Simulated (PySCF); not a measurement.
**Löwdin shares of the frontier orbitals**

Compound: C4H3ClNP.
Bonds: Cl1–C2, C2–C3 (aromatic), C3–C4 (aromatic), C4–N5 (aromatic), N5–C6 (aromatic), C6–P7 (aromatic), C2–P7 (aromatic). Hydrogens: H8 on C3; H9 on C4; H10 on C6.

Method: TDDFT wB97X-D/def2-SVPD, vertical, gas phase, core orbitals frozen in the response in PySCF. Isolated species at its GFN2-xTB geometry, gas phase.

Kohn–Sham orbitals with the atoms that hold most of them (Löwdin shares over 4%, at most four atoms; ? is withheld):

```
orbital  ε (eV)                            atoms
 HOMO-3  -10.85   P7 36%, Cl1 25%, C2 16%, C6 8%
 HOMO-2  -10.18  C3 25%, Cl1 24%, C2 14%, C6 12%
 HOMO-1   -9.42                                ?
   HOMO       ?    N5 48%, P7 20%, C6 11%, C4 8%
   LUMO   -0.56                                ?
 LUMO+1    0.12   C6 23%, C3 18%, N5 17%, C2 17%
 LUMO+2    1.90    Cl1 48%, C2 15%, C4 8%, C3 6%
```

(1) Give the leading atoms of the HOMO-1.

(2) Which atoms hold the LUMO, and with what shares?

(3) What is the HOMO energy, and the HOMO–LUMO gap?

Answers

(1) P7 (bonded to 2 C) 32%; C6 (bonded to N, P and H) 15%; C2 (bonded to C, Cl and P) 15%; C4 (bonded to C, N and H) 13%. By element: carbon 43% or more, phosphorus 32%.

(2) P7 (bonded to 2 C) 33%; C2 (bonded to C, Cl and P) 18%; C4 (bonded to C, N and H) 18%; C6 (bonded to N, P and H) 10%. By element: carbon 46% or more, phosphorus 33%.

(3) ε(HOMO) = -9.34 eV; the gap is 8.77 eV (0.3224 hartree).

Q: The HOMO–LUMO gap is 8.77 eV. Where does the response calculation put the lowest singlet, and from which orbitals?

A: S1 is at 3.91 eV (f = 0.0041), 4.87 eV below the gap, made of HOMO→LUMO (97%). 

Q: Give energy, strength and leading configuration of S1, S2, S4 and S8, and follow the Löwdin shares of the leading atoms from the occupied to the empty orbital.

A: 
- S1 (3.91 eV, f 0.0041), HOMO→LUMO (97%): N5 48% → at most 10%, P7 20% → 33%, C2 at most 8% → 18%
- S2 (4.38 eV, f 0.0013), HOMO→LUMO+1 (96%): N5 48% → 17%, P7 20% → at most 17%, C6 11% → 23%, C3 at most 8% → 18%
- S4 (5.03 eV, f 0.107), HOMO-1→LUMO (91%): P7 32% → 33%, C6 15% → 10%, C2 15% → 18%
- S8 (6.44 eV, f 0.205), HOMO-2→LUMO+1 (91%): C3 25% → 18%, Cl1 24% → at most 17%, C6 12% → 23%

Löwdin shares depend on the basis, the more so with diffuse functions.

Time: 43 s (grids of density and orbitals included); peak memory 0.79 GiB. Hardware: Arm Neoverse N1, one thread, no GPU, shared host with 64 logical CPUs at a one-minute load of 68.
